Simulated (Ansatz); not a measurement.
Geometry optimisation, RKS PBE0-D4/def2-SVP (Ansatz 0.2.0).

The input (input.yaml):

```yaml
crystal:
  periodic: [false, false, false]
  atoms:
    - { symbol: F, position_ang: [-0.7645, 1.0598, 1.4448] }
    - { symbol: B, position_ang: [-0.312, -0.0882, 0.7878] }
    - { symbol: B, position_ang: [0.259, -0.0017, -0.767] }
    - { symbol: F, position_ang: [0.1585, 1.25755, -1.52492] }
    - { symbol: F, position_ang: [0.7184, -1.1771, -1.4594] }
    - { symbol: H, position_ang: [-0.3238, -1.102, 1.3607] }
basis:
  gaussian: { orbitals: def2-SVP }
hamiltonian:
  xc: pbe0
  dispersion: d4
relax:
  f_tol: 0.015
  max_steps: 40
```

Run as:

```bash
$ ansatz run input.yaml --threads 1 --pin off --max-ram 2048MiB --backend cpu --events-out ev --progress --plain --runs-dir out
```

**Question.** Where does it end, and by what steps?

**Answer.** The forces met the threshold. After 30 steps the energy has fallen by 0.983 eV; F1 moved furthest, 0.87 Å.

```csv
step,energy less start (eV),largest force component (eV/Å),accepted
0,0.0000,5.361,yes
2,-0.7818,1.992,yes
4,-0.9420,0.751,yes
6,-0.9583,0.021,yes
8,-0.9586,0.044,yes
10,-0.9584,0.179,no
12,-0.9637,0.065,yes
14,-0.9673,0.197,yes
16,-0.8984,0.905,no
18,-0.9798,0.068,yes
20,-0.9807,0.146,yes
22,-0.9815,0.174,no
24,-0.9822,0.027,yes
26,-0.9825,0.021,yes
28,-0.9826,0.038,yes
30,-0.9827,0.010,yes
```

```xyz
6
Properties=species:S:1:pos:R:3
F 0.039 0.835 1.681
B -0.340 -0.068 0.791
B 0.229 0.025 -0.832
F -0.422 0.699 -1.763
F 1.320 -0.608 -1.227
H -1.090 -0.934 1.191
```

The run took 78 s on 1 thread of Intel(R) Xeon(R) Platinum 8488C (Sapphire Rapids), on a shared host, peak memory 0.15 GiB.
